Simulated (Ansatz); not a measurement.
Isolated molecules relaxed with PBE0-D4/def2-TZVP in Ansatz; ΔE leaves out vibrations. CCSD(T)/CBS adds triple-zeta CCSD(T) − MP2 to the extrapolated MP2 energy (def2 sets, frozen cores). This one scheme is used for every species. DFT in def2-TZVPP. One conformer a species, not always the lowest.

Reaction (ligand exchange at the Si–S bond): `CCS[SiH3]` + `C=C=C(O)Cl` → `C=C=C(Cl)O[SiH3]` + `CCS`

```json
{"level": "B97M-V", "ΔE (eV)": "-0.28"}
{"level": "B2PLYP", "ΔE (eV)": "-0.34"}
{"level": "CCSD/def2-SVP", "ΔE (eV)": "-0.35"}
{"level": "CCSD/def2-TZVPP", "ΔE (eV)": "-0.35"}
```

What does CCSD(T)/CBS give? (Estimate.)

Ansatz gave: -0.31 eV. The listed levels differ from it by 0.03, -0.03, -0.04, -0.04 eV.

Largest T1 diagnostic among the species: 0.012.

Leaving LDA and LC-ωPBE aside and taking each functional with its dispersion term where it has one, the values, not all of them listed here, spread over 0.23 eV, from BHLYP-D4 to revPBE-D4. LDA lies −0.05 eV from PBE without D4. At CCSD(T), def2-SVP lies −0.03 eV from the extrapolated value and def2-TZVPP −0.03 eV. In def2-TZVPP, CCSD(T) changes the Hartree–Fock value by +0.11 eV (the triples alone add +0.02 eV) and MP2 by +0.12 eV.
